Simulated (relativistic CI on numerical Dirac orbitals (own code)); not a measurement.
Lu I: sensitivity of the levels to the model

Base calculation: Dirac-Coulomb-Breit CI, orbitals from a KLI potential per configuration, a model potential for QED, valence Slater integrals scaled by 0.85, P86 correlation energy added to each configuration.

CI space (outside the closed core [Xe] 4f14): 5d.6s2, 6s2.6p, 5d.6s.6p, 5d2.6s, 6s2.7s, 6s2.7p, 6s2.6d, 5d3, 6s2.5f, 5d.6s.6d, 6s2.8s, 6s2.8p, 6s2.7d, 6s2.9s, 6s2.6f, 5d2.6p, 6s2.5g, 6s2.9p, 6s2.8d, 6s2.9d, 5d.6s.7s, 5d.6p2, 6p3, 6p2.7s, 6p2.7p, 6p2.6d, 6s.6p2. Double excitations out of closed p, d and f shells are left out; levels of such configurations are missing from the list, as are those of other unlisted configurations, and high levels can miss mixing partners. These lack a partner that the ground configuration has and come out too high: 6s2.5f, 6s2.8s, 6s2.8p, 6s2.7d, 6s2.9s.

Variants: (1) Slater integrals left unscaled; (2) self-excluded LDA correlation estimate; (3) configuration mixing switched off. Shifts of the energy above 5d.6s2 2D_3/2, in cm⁻¹, for the lowest level and the first level of each name with at least 55 % of one term (blank where a level changes its place among those of its configuration and J or its character, or is not in the variant):

```csv
Level,Base,Δ(1),Δ(2),Δ(3),Measured
5d.6s2 2D_3/2,0.0,0.0,0.0,0.0,0.0
5d.6s2 2D_5/2,1441.6,+24.4,+2.4,+45.8,1993.9
6s2.6p 2P°_1/2,1602.7,-267.1,+685.2,+737.5,4136.0
6s2.6p 2P°_3/2,4647.3,-265.4,+689.6,+763.0,7476.4
5d.6s.6p 4F°_3/2,14598.0,-118.6,+361.5,-5141.8,17427.3
5d.6s.6p 4F°_5/2,15577.9,-50.2,+361.6,-5158.9,18504.6
5d.6s.6p 4F°_7/2,17124.0,+46.9,+362.2,-5290.1,20432.5
5d.6s.6p 2D°_5/2,18456.4,+31.7,+361.0,,21462.3
5d.6s.6p 4D°_1/2,18554.6,+451.6,+360.3,-5015.3,20762.4
5d2.6s 4F_3/2,18854.8,+367.3,-387.2,-5282.1,18851.3
5d.6s.6p 4F°_9/2,18935.0,+148.1,+362.5,-5325.6,22609.5
5d2.6s 4F_5/2,19157.1,+378.4,-383.4,-5239.1,19403.3
5d.6s.6p 4D°_5/2,19542.2,+432.8,+358.2,,22221.6
5d2.6s 4F_7/2,19605.1,+389.0,-378.1,-5175.4,20247.3
5d2.6s 4F_9/2,20202.3,+402.3,-368.0,-5068.0,21242.3
5d.6s.6p 4D°_7/2,20751.2,+492.2,+357.8,-4917.2,23524.2
5d.6s.6p 4P°_1/2,20996.1,+804.7,+360.5,-5126.6,24108.7
5d.6s.6p 4P°_3/2,21171.3,+759.4,+361.4,,24308.2
5d.6s.6p 4P°_5/2,21727.5,+636.5,+360.7,,25191.6
5d2.6s 2D_3/2,23395.8,,-108.0,-1092.3,24518.2
5d2.6s 2D_5/2,23738.3,+390.4,-131.9,-1432.4,24711.2
6s2.7s 2S_1/2,24483.0,+489.4,+1966.9,-2180.6,24125.9
```

For a near-neutral ion this model can misplace configurations by up to about 10,000 cm⁻¹ (more where the count of f electrons changes) and terms by 10 to 25 % of their spread. Rates follow the energies as ν³ (E1, M1) or ν⁵ (E2), so they and the lifetimes can be off by large factors. The fine structure of a lone outer electron comes out too small, for d and f at times inverted, and misplaced configurations move strength between like terms. 37 of the 46 excited levels that our extract of the measured tables holds in this range could be paired (the sources list more); they are missed by 1681 cm⁻¹ on average and 3674 at most, and levels without a partner can miss by more.

Measured levels: NIST Handbook of Basic Atomic Spectroscopic Data (Sansonetti and Martin, J. Phys. Chem. Ref. Data 34, 1559 (2005)).

Ionisation energy from the two ground configurations alone: base 5.283 eV; self-excluded LDA correlation estimate 5.436 eV. The NIST ASD value (measured) is 5.42587 eV. The gap of more than 2 % comes from missing correlation.

LS names give the leading component of a level, which can be under half, so a name can repeat, a term be missing and a line seem to break the LS rules.
